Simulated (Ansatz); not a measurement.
Geometry optimisation, Ansatz 0.2.0, RKS PBE0-D4/def2-SVP.

The input (input.yaml):

```yaml
crystal:
  periodic: [false, false, false]
  atoms:
    - { symbol: Al, position_ang: [-1.4977, 0.1898, -0.8295] }
    - { symbol: C, position_ang: [0.4263, 0.2085, -0.6013] }
    - { symbol: Ge, position_ang: [0.8225, -0.3904, 1.1845] }
    - { symbol: H, position_ang: [-2.1083, -0.8647, -1.7999] }
    - { symbol: H, position_ang: [-2.2564, 1.6539, -0.9453] }
    - { symbol: H, position_ang: [0.8332, 1.2494, -0.7537] }
    - { symbol: H, position_ang: [0.9114, -0.4778, -1.3353] }
    - { symbol: H, position_ang: [0.3312, -1.8035, 1.4038] }
    - { symbol: H, position_ang: [0.2249, 0.5916, 2.2729] }
    - { symbol: H, position_ang: [2.3961, -0.4079, 1.4068] }
basis:
  gaussian: { orbitals: def2-SVP }
hamiltonian:
  xc: pbe0
  dispersion: d4
relax:
  f_tol: 0.015
  max_steps: 40
```

Launched with:

```bash
$ ansatz run input.yaml --threads 2 --pin off --max-ram 3072MiB --backend cpu --events-out ev --progress --plain --runs-dir out
```

**Question.** Where does it end, and by what steps?

**Answer.** The run converged. After 7 steps the energy has fallen by 0.464 eV; Al1 moved furthest, 0.26 Å.

```
step  energy less start (eV)  largest force component (eV/Å)  accepted
   0                  0.0000                           1.619       yes
   1                 -0.4170                           0.507       yes
   2                 -0.4573                           0.202       yes
   3                 -0.4568                           0.405        no
   4                 -0.4621                           0.021       yes
   5                 -0.4633                           0.020       yes
   6                 -0.4642                           0.021       yes
   7                 -0.4642                           0.003       yes
```

```xyz
10
Properties=species:S:1:pos:R:3
Al -1.452 0.300 -1.065
C 0.453 0.236 -0.644
Ge 0.841 -0.376 1.177
H -2.177 -0.981 -1.670
H -2.288 1.623 -0.774
H 0.910 1.235 -0.744
H 0.981 -0.452 -1.325
H 0.272 -1.793 1.397
H 0.184 0.567 2.208
H 2.359 -0.410 1.443
```

Run time: 8 s on 2 threads of AMD EPYC 9R45 96-Core Processor (Zen 5) (shared host), peak memory 0.24 GiB.
